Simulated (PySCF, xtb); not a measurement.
## Relative energy of two isomers of BrGeHO

We compare X, `[O]=[GeH][Br]`, a singlet, with Y, `[OH][Ge][Br]`, a singlet. Both are isolated molecules in the gas phase, relaxed with PBE0-D4/def2-SVP; the shapes shown needn't be the lowest conformers.

X (Å):

```xyz
4

Br   -2.5414    2.9761    1.7732
Ge   -1.9979    0.8791    1.0506
O    -2.1131    0.4000   -0.4992
H    -1.5288    0.0675    2.2644
```

Y (Å):

```xyz
4

Br   -3.0409    2.2090    2.8877
Ge   -2.4336    0.3165    1.6406
O    -1.5400    1.1834    0.3638
H    -1.1754    0.5843   -0.3009
```

Quicker runs give these differences E(Y) − E(X): GFN2-xTB −2.044 eV; HF/STO-3G −1.293 eV (at GFN2-xTB geometries); r2SCAN-D4/def2-SVP −1.650 eV (at GFN2-xTB geometries).

Question: Estimate E(Y) − E(X) at the level CCSD(T)/def2-SVP + ΔMP2/def2-TZVPP.

Answer: Calculated at CCSD(T)/def2-SVP + ΔMP2/def2-TZVPP: E(Y) − E(X) = −1.636 eV, so structure Y lies lower.

The same difference at several levels:

| level | geometry | E(Y) − E(X) (eV) | departure from the last row (eV) | job, with rough time for the two |
| --- | --- | --- | --- | --- |
| GFN2-xTB | GFN2-xTB | −2.044 | −0.407 | optimisation, 0.32 s |
| HF/STO-3G | GFN2-xTB | −1.293 | +0.343 | single point, 4.3 s |
| r2SCAN-D4/def2-SVP | GFN2-xTB | −1.650 | −0.013 | single point, 32 s |
| PBE0-D4/def2-SVP | PBE0-D4/def2-SVP | −1.758 | −0.121 | optimisation, 2.4 min |
| HF/def2-SVP | PBE0-D4/def2-SVP | −2.083 | −0.447 | part of the CCSD(T) run |
| MP2/def2-SVP | PBE0-D4/def2-SVP | −1.372 | +0.264 | part of the CCSD(T) run |
| CCSD(T)/def2-SVP | PBE0-D4/def2-SVP | −1.537 | +0.099 | single point |
| CCSD(T)/def2-SVP + ΔMP2/def2-TZVPP | PBE0-D4/def2-SVP | −1.636 |  | single point, 84 s |

As drawn, Y has 1 Ge–O, 1 O–H in place of 1 Ge=O, 1 Ge–H.

The levels shown agree on the order. The largest departure from CCSD(T)/def2-SVP + ΔMP2/def2-TZVPP is that of HF/def2-SVP, 0.447 eV. The last row adds to CCSD(T) the change of the MP2 difference between the two basis sets, here −0.099 eV.

With thermal terms from frequencies at re-optimised GFN2-xTB minima (ideal gas, soft modes damped towards free rotors, one conformer each, 200 K, 1 atm): on the last row, ΔE + ΔZPE = −1.555, ΔH = −1.546, ΔG = −1.568 eV.

The correlated steps freeze 19 core orbitals; the filled d shell of Br and Ge is correlated, in a basis made for valence electrons. Codes used: PySCF 2.14.0, xtb 6.7.1; the last row on 2 threads of Intel(R) Xeon(R) Processor @ 2.50GHz (Skylake/Cascade Lake) on a shared host.
